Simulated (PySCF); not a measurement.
Lu⁺ (lutetium, charge +1) across methods

[Xe] 4f14 5d1 6s1, high-spin 3D determinant (an excited configuration). Computed with PySCF 2.14 in cc-pVDZ-X2C (8s7p5d3f1g, 84 functions), with the spin-free X2C one-electron Hamiltonian (Gaussian nucleus).

```json
{"method": "LDA", "E (hartree)": "-14553.41", "mean ε 4f β (eV)": "-15.922", "mean ε 6s α (eV)": "-10.953", "mean ε 5d α (eV)": "-8.608", "Σ⟨r²⟩ (bohr²)": "53.03", "⟨S²⟩": "2.001"}
{"method": "PBE0", "E (hartree)": "-14562.81", "mean ε 4f β (eV)": "-19.076", "mean ε 6s α (eV)": "-11.260", "mean ε 5d α (eV)": "-9.588", "Σ⟨r²⟩ (bohr²)": "53.06", "⟨S²⟩": "2.001"}
{"method": "TPSS", "E (hartree)": "-14562.64", "mean ε 4f β (eV)": "-15.436", "mean ε 6s α (eV)": "-10.583", "mean ε 5d α (eV)": "-8.665", "Σ⟨r²⟩ (bohr²)": "53.20", "⟨S²⟩": "2.001"}
{"method": "M06-2X", "E (hartree)": "-14564.42", "mean ε 4f β (eV)": "-23.133", "mean ε 6s α (eV)": "-12.143", "mean ε 5d α (eV)": "-10.536", "Σ⟨r²⟩ (bohr²)": "52.39", "⟨S²⟩": "2.001"}
{"method": "r2SCAN", "E (hartree)": "-14563.14", "mean ε 4f β (eV)": "-15.668", "mean ε 6s α (eV)": "-10.771", "mean ε 5d α (eV)": "-8.924", "Σ⟨r²⟩ (bohr²)": "52.97", "⟨S²⟩": "2.002"}
{"method": "revPBE", "E (hartree)": "-14563.45", "mean ε 4f β (eV)": "-15.570", "mean ε 6s α (eV)": "-10.632", "mean ε 5d α (eV)": "-8.599", "Σ⟨r²⟩ (bohr²)": "53.27", "⟨S²⟩": "2.001"}
{"method": "PBE", "E (hartree)": "-14563.04", "mean ε 4f β (eV)": "-15.624", "mean ε 6s α (eV)": "-10.708", "mean ε 5d α (eV)": "-8.610", "Σ⟨r²⟩ (bohr²)": "53.25", "⟨S²⟩": "2.001"}
```

**Question.** Estimate the same row for UHF.

**Answer.** E (hartree) = -14557.97606; mean ε 4f β (eV) = -28.831; mean ε 6s α (eV) = -12.561; mean ε 5d α (eV) = -11.998; Σ⟨r²⟩ (bohr²) = 53.68; ⟨S²⟩ = 2.003.

Spin-orbit coupling, absent here, splits the open shell strongly.
